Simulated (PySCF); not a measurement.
SMILES CC(=O)[C@H]1C[C@@H]1[SiH2]N, C5H11NOSi

Molfile (atoms numbered from 1):
```
C5H11NOSi
     RDKit          3D

 19 19  0  0  0  0  0  0  0  0999 V2000
    2.5409    1.4889    0.3294 C   0  0  0  0  0  0  0  0  0  0  0  0
    1.9682    0.1107    0.0904 C   0  0  0  0  0  0  0  0  0  0  0  0
    2.6469   -0.8905    0.1338 O   0  0  0  0  0  0  0  0  0  0  0  0
    0.5166    0.0871   -0.1910 C   0  0  1  0  0  0  0  0  0  0  0  0
   -0.0180   -1.0247   -1.0586 C   0  0  0  0  0  0  0  0  0  0  0  0
   -0.2941   -1.0533    0.4021 C   0  0  2  0  0  0  0  0  0  0  0  0
   -1.9957   -0.7125    1.1329 Si  0  0  0  0  0  4  0  0  0  0  0  0
   -2.7157    0.5194    0.1649 N   0  0  0  0  0  0  0  0  0  0  0  0
    3.5999    1.4189    0.5636 H   0  0  0  0  0  0  0  0  0  0  0  0
    2.4045    2.0976   -0.5623 H   0  0  0  0  0  0  0  0  0  0  0  0
    2.0131    1.9673    1.1515 H   0  0  0  0  0  0  0  0  0  0  0  0
    0.0331    1.0521   -0.2575 H   0  0  0  0  0  0  0  0  0  0  0  0
    0.7120   -1.7190   -1.4503 H   0  0  0  0  0  0  0  0  0  0  0  0
   -0.8118   -0.7802   -1.7493 H   0  0  0  0  0  0  0  0  0  0  0  0
    0.3101   -1.7646    0.9532 H   0  0  0  0  0  0  0  0  0  0  0  0
   -1.8808   -0.1174    2.4643 H   0  0  0  0  0  0  0  0  0  0  0  0
   -2.7177   -1.9937    1.1840 H   0  0  0  0  0  0  0  0  0  0  0  0
   -2.7299    0.4109   -0.8372 H   0  0  0  0  0  0  0  0  0  0  0  0
   -3.5915    0.9122    0.4701 H   0  0  0  0  0  0  0  0  0  0  0  0
  1  2  1  0
  2  3  2  0
  2  4  1  0
  4  5  1  0
  5  6  1  0
  6  7  1  0
  7  8  1  0
  6  4  1  0
  1  9  1  0
  1 10  1  0
  1 11  1  0
  4 12  1  6
  5 13  1  0
  5 14  1  0
  6 15  1  1
  7 16  1  0
  7 17  1  0
  8 18  1  0
  8 19  1  0
M  END
```

Computed, not measured: PySCF, TDDFT B3LYP/def2-SVPD circular dichroism and optical rotation, one conformer, gas phase. Geometry: GFN2-xTB.

The molecule is flexible and this is one conformer; a measurement averages over conformers. States above about 7.0 eV lie in this functional's continuum (it starts at minus the energy of the highest occupied orbital, well below the true ionisation energy for most functionals) and depend on the basis.

Task: What are the CIP labels of the stereocentres?

Result: C4 R, C6 S.

Task: Which excitations and rotatory strengths does the calculation give?

Result: Rotatory strengths R in 10⁻⁴⁰ esu² cm², velocity form and length form (origin at the centre of mass); f in length form.
| state | E (eV) | λ (nm) | f | R (velocity) | R (length) | main |
| --- | --- | --- | --- | --- | --- | --- |
| 1 | 4.49 | 276 | 0.0003 | +7.0 | +6.8 | HOMO→LUMO 0.97 |
| 2 | 5.94 | 209 | 0.011 | -11.6 | -11.6 | HOMO−1→LUMO 0.89, HOMO−1→LUMO+1 0.10 |
| 3 | 6.24 | 199 | 0.033 | +27.1 | +26.9 | HOMO−1→LUMO+1 0.60, HOMO→LUMO+1 0.27 |
| 4 | 6.30 | 197 | 0.002 | +13.3 | +13.4 | HOMO→LUMO+1 0.67, HOMO−1→LUMO+1 0.28 |
| 5 | 6.61 | 188 | 0.145 | -10.5 | -10.7 | HOMO−2→LUMO 0.78, HOMO−3→LUMO 0.11 |
| 6 | 6.75 | 184 | 0.011 | -4.2 | -4.8 | HOMO→LUMO+2 0.84 |
| 7 | 6.87 | 181 | 0.091 | +35.4 | +36.1 | HOMO−3→LUMO 0.78, HOMO−2→LUMO 0.11 |
| 8 | 7.11 | 174 | 0.009 | +3.5 | +3.0 | HOMO−1→LUMO+2 0.59, HOMO→LUMO+3 0.17 |
| 9 | 7.12 | 174 | 0.012 | -6.6 | -7.3 | HOMO→LUMO+3 0.62, HOMO−1→LUMO+2 0.12 |
| 10 | 7.20 | 172 | 0.001 | +2.8 | +2.3 | HOMO−2→LUMO+1 0.81 |
| 11 | 7.30 | 170 | 0.005 | +2.9 | +3.0 | HOMO→LUMO+4 0.38, HOMO−1→LUMO+3 0.30 |
| 12 | 7.34 | 169 | 0.023 | +9.6 | +9.5 | HOMO→LUMO+4 0.45, HOMO−1→LUMO+3 0.26 |
| 13 | 7.36 | 169 | 0.034 | -6.8 | -7.1 | HOMO→LUMO+5 0.82 |
| 14 | 7.54 | 165 | 0.0009 | +1.5 | +1.2 | HOMO−1→LUMO+4 0.42, HOMO−1→LUMO+3 0.33 |
| 15 | 7.59 | 163 | 0.023 | -8.0 | -9.2 | HOMO−4→LUMO 0.50, HOMO−3→LUMO+1 0.41 |
| 16 | 7.61 | 163 | 0.030 | +40.6 | +42.4 | HOMO−3→LUMO+1 0.52, HOMO−4→LUMO 0.43 |

Among the states computed, the strongest CD band (largest |R|) is state 16. The largest dissymmetry factor in size, g = 4R/(D+G), with D and G the electric and magnetic dipole strengths, is +0.14 for state 1 (velocity form, f = 0.0003), among bands with |R| over 0.5. The mirror image has the same energies and oscillator strengths and all R with the opposite sign.
